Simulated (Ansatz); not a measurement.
`C[CH](C)[MgH]` + CH₃SH → `C[S][MgH]` + propane  (ligand exchange at a Mg–C bond)

Gas-phase electronic energies from Ansatz, PBE0-D4/def2-TZVP geometries. CBS: MP2 limit from def2 TZ/QZ plus the TZ coupled-cluster correction, frozen cores. This one scheme is used for every species. DFT in def2-TZVPP. For Mg outer-core shells are correlated without core-valence functions, which leaves a few kJ/mol of doubt a bond.

CCSD(T)/CBS gives -162.0 kJ/mol.

Another level gave -165.3 kJ/mol. Which?
A. CAM-B3LYP/def2-TZVPP
B. CCSD(T)/def2-TZVPP
C. BHLYP-D4/def2-TZVPP
D. RPA@PBE/def2-TZVPP

A. CAM-B3LYP -165.3, RPA@PBE/def2-TZVPP -151.5, BHLYP-D4 -171.1, CCSD(T)/def2-TZVPP -159.7 kJ/mol.

What do rigid-rotor, harmonic-oscillator terms from PBE0-D4/def2-TZVP frequencies (298.15 K, 1 bar) make of the CCSD(T)/CBS value? (Best estimate.)

Computed: ΔZPE = +11.6 kJ/mol, ΔH = -150.8 kJ/mol, ΔS = 1 J/(mol·K), ΔG = -151.2 kJ/mol.

Largest T1 diagnostic among the species: 0.009.

From BLYP to BHLYP (50 % exact exchange), in def2-TZVPP and without D4, ΔE moves by −12.9 kJ/mol. Leaving LDA and LC-ωPBE aside and taking each functional with its dispersion term where it has one, the values, not all of them listed here, spread over 15.8 kJ/mol, from BHLYP-D4 to revPBE-D4. LDA lies +4.7 kJ/mol from PBE without D4. In def2-TZVPP, CCSD(T) changes the Hartree–Fock value by +24.1 kJ/mol (the triples alone add +2.6 kJ/mol) and MP2 by +21.4 kJ/mol.
